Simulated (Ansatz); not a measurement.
Two shapes of singlet BF4(-).

Shape 1:

```xyz
5

B    -0.0204    0.0083   -0.0449
F     0.8525    0.7906    0.7921
F     0.8563   -0.7921   -0.8034
F    -0.7952    0.8187   -0.7633
F    -0.8248   -0.7985    0.7639
```

Shape 2:

```xyz
5

B     0.0000    0.0000    0.0000
F     0.8751    0.8751    0.8751
F     0.8751   -0.8751   -0.8751
F    -0.8751    0.8751   -0.8751
F    -0.8751   -0.8751    0.8751
```

Basis set: cc-pVDZ (spherical functions). Correlated methods keep 5 orbitals frozen. Charge -1, multiplicity 1.

Computed with Ansatz (development build ahead of 0.2.0); each method stands on the lowest determinant of its kind that the runs found.

Q: Which shape is lower in energy, and by how much in each method?

A:

```tsv
method	E(2) − E(1) (eV)
RHF	0.761
RHF-MP2	0.381
```

Shape 1 is lower. Caution: no diffuse functions for an anion.
